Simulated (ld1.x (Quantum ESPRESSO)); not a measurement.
## Plane-wave convergence, TM semilocal potential for O (Z = 8)

oxygen, norm-conserving Troullier–Martins (semilocal form), made with ld1.x (Quantum ESPRESSO) 7.5 (PBE, scalar-relativistic). Core [He], reference 2s2 2p4. Waves: 2s (bound): rc 0.70 bohr; 2p (bound): rc 1.50 bohr. Local part: the p channel. Core correction: a·sin(br)/r model core inside 0.60 bohr.

The pseudo-atom Hamiltonian at the reference potential is diagonalised in spherical Bessel functions j_l(qr) that vanish at 20 bohr, with q² up to the cutoff. All-electron valence levels (Ry): 2s -1.7611, 2p -0.6637.

Problem. How do the lowest levels (Ry) of each channel move with the cutoff, and are there ghosts?

Solution.

| cutoff (Ry) | s #1 | s #2 | p #1 | Σ f·Δε (mRy) |
| --- | --- | --- | --- | --- |
| 8 | -1.5460 | -0.0073 | -0.0500 | 2885.2 |
| 18 | -1.5707 | -0.0080 | -0.2795 | 1918.1 |
| 30 | -1.6406 | -0.0096 | -0.5359 | 752.4 |
| 50 | -1.7344 | -0.0119 | -0.6555 | 86.3 |
| 70 | -1.7548 | -0.0124 | -0.6634 | 14.1 |
| 110 | -1.7572 | -0.0125 | -0.6637 | 8.2 |
| 160 | -1.7598 | -0.0126 | -0.6637 | 2.8 |
| 260 | -1.7610 | -0.0126 | -0.6637 | 0.2 |
| 400 | -1.7612 | -0.0126 | -0.6637 | 0.0 |

Result: no extra level below or beside the all-electron valence levels (s, p tested); the semilocal form is local in each channel, so this says nothing of the separable form that plane-wave codes build from it; 10 mRy is reached at 90 Ry and 1 mRy at 200 Ry.

Its largest configuration-test error is +634 meV.
